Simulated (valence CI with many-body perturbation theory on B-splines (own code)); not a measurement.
Sensitivity of CI+MBPT for Er LXIII

Computed by valence CI with perturbative core correlation (CI+MBPT): four valence electrons over a frozen Dirac-Fock core [He], radial functions for each j: 6 s, 6 p, 5 d, 3 f, 1 g, with the one-electron correlation potential Σ1 (screened to all orders), the two-electron term Σ2, the three-electron term Σ3, Breit, model QED; selected single and double excitations, second order for the rest, scaled by the run's own slope (own B-spline code, finite nucleus).

No measured spectrum was set against this ion. As an estimate, large intervals hold to a few tenths of a per cent, small ones and those within an open d or f shell to about a per cent.

The reference run has the lowest level (2s^2 2p1/2^2) J=0 and an ionisation energy of 15147.3 eV. Its largest variational space holds 9286 state functions.

Levels are named by their leading jj configuration (3d3/2^4 stands for four electrons in 3d with j = 3/2), which in mixed levels can hold well under half, so a name can repeat and another be missing. Letters in brackets count levels of one name in rising energy.

Changed runs:
A. Breit term on → off; QED terms on → off
B. Breit term on → off
C. correlating orbitals by l 3 3 3 2 1 → 2 2 5 0 2
D. start configuration 2s2 2p2 → 2s4 (bad on purpose)

Excitation energies of the reference run in cm⁻¹, and shifts in cm⁻¹:

| Level | Reference | A | B | C |
| --- | --- | --- | --- | --- |
| (2s^2 2p1/2 2p3/2) J=1 | 7702400 | +108373 | +120173 | -380 |
| (2s^2 2p1/2 2p3/2) J=2 | 7846830 | +159241 | +171031 | +401 |
| (2s 2p1/2^2 2p3/2) J=2 | 9828450 | +142053 | +44471 | -578 |
| (2s 2p1/2^2 2p3/2) J=1 | 10467600 | +123540 | +25591 | +600 |
| (2s^2 2p3/2^2) J=2 | 15707400 | +237727 | +259512 | -21 |
| (2s^2 2p3/2^2) J=0 | 16157300 | +182760 | +204346 | +337 |
| (2s 2p1/2 2p3/2^2) J=2 [a] | 17324100 | +234130 | +148139 | -1076 |
| (2s 2p1/2 2p3/2^2) J=3 | 17666500 | +311318 | +225158 | +48 |
| (2s 2p1/2 2p3/2^2) J=0 | 18102600 | +194031 | +107892 | -112 |
| (2s 2p1/2 2p3/2^2) J=1 [a] | 18267500 | +227244 | +140685 | +472 |
| (2s 2p1/2 2p3/2^2) J=2 [b] | 18346700 | +276658 | +190131 | +1158 |
| (2s 2p1/2 2p3/2^2) J=1 [b] | 18377000 | +222098 | +135669 | +430 |
| Ionisation energy (eV) | 15147.3 | +29.5 | +29.5 | -0.22 |

Run D: It gave no result: a shell was given more electrons than it holds. The program said: "a valence shell holds more than 4l+2 electrons".
